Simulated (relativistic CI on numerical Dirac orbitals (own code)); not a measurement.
## Ligand-field terms of d2

Computed with a parametric ligand-field model of a d^n configuration (Racah B and C, spin-orbit zeta, crystal field), exact diagonalisation.

Field parameters in Wybourne normalisation: Oh B⁴₀ = 21Dq, B⁴₄ = √(5/14) B⁴₀; Td as Oh with Dq negative (B⁴₀ = 21Dq, B⁴₄ = √(5/14) B⁴₀). The field is a parameter set, without covalency.

Q: Lowest levels for B = 330, C = 1480, ζ = 2600 cm⁻¹, Oh, 10Dq = 20600 cm⁻¹?

A: E 0 (S 0.94), T2 251 (S 0.94), T1 4077 (S 1.00), A1 4357 (S 0.92), T2 7862 (S 0.21), E 8183 (S 0.19), A1 15395 (S 0.30), A2 21491 (S 1.00), T2 22122 (S 0.97) cm⁻¹, with S from ⟨S²⟩ = S(S + 1). The ground level has 0.06 electrons in the cubic e pair.

Q: Lowest levels for B = 580, C = 2450, ζ = 3550 cm⁻¹, Oh, 10Dq = 31450 cm⁻¹?

A: E 0 (S 0.96), T2 360 (S 0.95), T1 5475 (S 1.00), A1 6346 (S 0.95), T2 12169 (S 0.17), E 12667 (S 0.16), A1 24267 (S 0.24), A2 32195 (S 1.00), T2 33142 (S 0.98) cm⁻¹, with S from ⟨S²⟩ = S(S + 1). The ground level has 0.05 electrons in the cubic e pair.

Q: Lowest levels for B = 460, C = 1960, ζ = 4100 cm⁻¹, Td, 10Dq = -7500 cm⁻¹?

A: T2 0 (S 0.95), E 2821 (S 0.76), A2 10703 (S 1.00), A1 10810 (S 0.77), T2 11207 (S 0.97), T1 11855 (S 0.99), E 15285 (S 0.54), T2 16798 (S 0.85), T1 16957 (S 0.87) cm⁻¹, with S from ⟨S²⟩ = S(S + 1). The ground level has 1.55 electrons in the cubic e pair.

Q: Lowest levels for B = 1030, C = 3690, ζ = 70 cm⁻¹, Oh, 10Dq = 38750 cm⁻¹?

A: E 0 (S 1.00), T2 0 (S 1.00), T1 86 (S 1.00), A1 129 (S 1.00), T2 14051 (S 0.00), E 14220 (S 0.00), A1 32060 (S 0.00), A2 36451 (S 1.00), T2 36469 (S 1.00) cm⁻¹, with S from ⟨S²⟩ = S(S + 1). The ground level has 0.02 electrons in the cubic e pair.

Q: Lowest levels for B = 360, C = 1590, ζ = 550 cm⁻¹, Td, 10Dq = -10350 cm⁻¹?

A: T2 0 (S 1.00), E 5892 (S 0.06), A2 10154 (S 1.00), T2 10268 (S 1.00), T1 10508 (S 1.00), E 10545 (S 0.98), A1 10709 (S 0.09), T2 14112 (S 1.00), T1 14172 (S 1.00) cm⁻¹, with S from ⟨S²⟩ = S(S + 1). The ground level has 1.99 electrons in the cubic e pair.
